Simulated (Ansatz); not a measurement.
CH5O2Y, SMILES `[CH3][Y]([OH])[OH]`, one more setting.

```yaml
crystal:
  periodic: [false, false, false]
  atoms:
    - {symbol: C, position_ang: [0.045350, 1.080859, -1.132495]}
    - {symbol: Y, position_ang: [0.273970, -0.260640, 0.475110]}
    - {symbol: O, position_ang: [1.540390, -1.609476, 0.727944]}
    - {symbol: O, position_ang: [-1.874194, -0.216198, 1.803947]}
    - {symbol: H, position_ang: [-0.631747, 0.807362, -2.171457]}
    - {symbol: H, position_ang: [-0.470326, 2.218342, -1.145098]}
    - {symbol: H, position_ang: [0.983338, 1.142346, -1.904243]}
    - {symbol: H, position_ang: [1.778989, -2.819924, 0.729996]}
    - {symbol: H, position_ang: [-2.247608, -0.437290, 2.202402]}
basis:
  gaussian: {orbitals: def2-TZVP}
hamiltonian: {xc: {name: r2SCAN}, dispersion: rvv10}
accuracy: high
output: {forces: true}
```

```sh
$ ansatz run in.yaml --threads 4 --pin off --events-out ev --progress --plain --max-ram 10444MiB
```

Shortened log:

```
Functional definition: r2SCAN+rVV10
2953 factors; integrals over basis functions are off by at most 1.8e-8 eV
mean field evaluation 1: about -6215.2421 eV, gradient 1.2e2 eV
mean field evaluation 2: about -5971.9334 eV, gradient 2.7e2 eV
mean field evaluation 4: about -6239.6660 eV, gradient 3.8e1 eV
mean field evaluation 8: about -6243.1011 eV, gradient 3.4e-1 eV
mean field evaluation 16: about -6243.1017 eV, gradient 3.3e-4 eV
mean field -6243.10170268 eV, -229.4297558472 hartree, gradient 7.0e-8 eV, S^2 0.000000; 0 other end points of the search recorded, 0 dependent functions left out
reference -6243.10170494 eV, -229.4297559301 hartree; 19, 19 occupied and 144, 144 virtual orbitals, 2953 factors
Total energy: -6243.10170494 eV, -229.4297559301 hartree
Atom 0 at     0.045350     1.080859    -1.132495 Å, force    -1.279431     4.220767    -8.171345 eV/Å
Atom 1 at     0.273970    -0.260640     0.475110 Å, force    -6.017932     1.223610     4.762803 eV/Å
Atom 2 at     1.540390    -1.609476     0.727944 Å, force     3.904247    -9.179572    -0.002715 eV/Å
Atom 3 at    -1.874194    -0.216198     1.803947 Å, force    57.387414    32.454977   -60.083776 eV/Å
Atom 4 at    -0.631747     0.807362    -2.171457 Å, force     1.051240    -0.090341     2.708839 eV/Å
Atom 5 at    -0.470326     2.218342    -1.145098 Å, force     1.726244    -2.548532     0.460106 eV/Å
Atom 6 at     0.983338     1.142346    -1.904243 Å, force    -1.285600     0.454797     1.880860 eV/Å
Atom 7 at     1.778989    -2.819924     0.729996 Å, force    -0.873997     5.996601     0.032217 eV/Å
Atom 8 at    -2.247608    -0.437290     2.202402 Å, force   -54.612184   -32.532307    58.413010 eV/Å
Dipole moment:     0.820959    -0.406663    -0.221536 e Å
```

It took 38 s on 4 threads of an Arm Neoverse V1 on a shared host, with 0.73 GiB of host memory at the peak.
